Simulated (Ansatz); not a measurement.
Born–Oppenheimer molecular dynamics of ClH3MgOSi (7 atoms, charge 0, multiplicity 1). It starts from a relaxed structure.

These are results of RKS B3LYP/6-31G in Ansatz, not measurements.

```yaml
ensemble: NVE (velocity Verlet)
time_step: 2.5 fs
steps_asked: 120
starting_velocities_drawn_for: 1000 K
seed: 670165
```

First frame:

```xyz
7
Properties=species:S:1:pos:R:3
Si 0.213 1.294 0.053
O -0.048 -0.377 -0.024
Mg -0.322 -2.124 -0.104
Cl -0.671 -4.349 -0.202
H -0.595 2.018 -0.994
H -0.181 1.844 1.401
H 1.666 1.627 -0.176
```

Question: How far do the bonds stretch over the last three quarters of this one trajectory? (Pairs bonded in most of those frames.)

Answer: 
| bond | mean (Å) | spread (Å) | shortest | longest |
| --- | --- | --- | --- | --- |
| Si1–O2 | 1.703 | 0.036 | 1.64 | 1.78 |
| Si1–H5 | 1.521 | 0.061 | 1.42 | 1.62 |
| Si1–H6 | 1.514 | 0.035 | 1.47 | 1.57 |
| Si1–H7 | 1.512 | 0.012 | 1.49 | 1.53 |
| O2–Mg3 | 1.785 | 0.044 | 1.70 | 1.88 |
| Mg3–Cl4 | 2.257 | 0.076 | 2.13 | 2.39 |

Mean temperature of the second half: 529 K. The conserved energy stayed within 4.5 meV per atom of its start (net change 1.1 meV per atom), so there is no drift, though single steps change it by up to 25 meV in the whole system, a sign of fast motions only just resolved. The temperature averaged 0.53 of the 1000 K drawn at the start: a run that starts near a minimum puts about half its kinetic energy into the potential. A step of 2.5 fs is long for free X–H stretches (periods near 10 fs) and can bias their spread and the temperature. A run of 0.3 ps of so small a system gives no equilibrium averages. Limits of this set-up: no polarisation functions.

The run took 4 min on 1 CPU thread of a shared host.
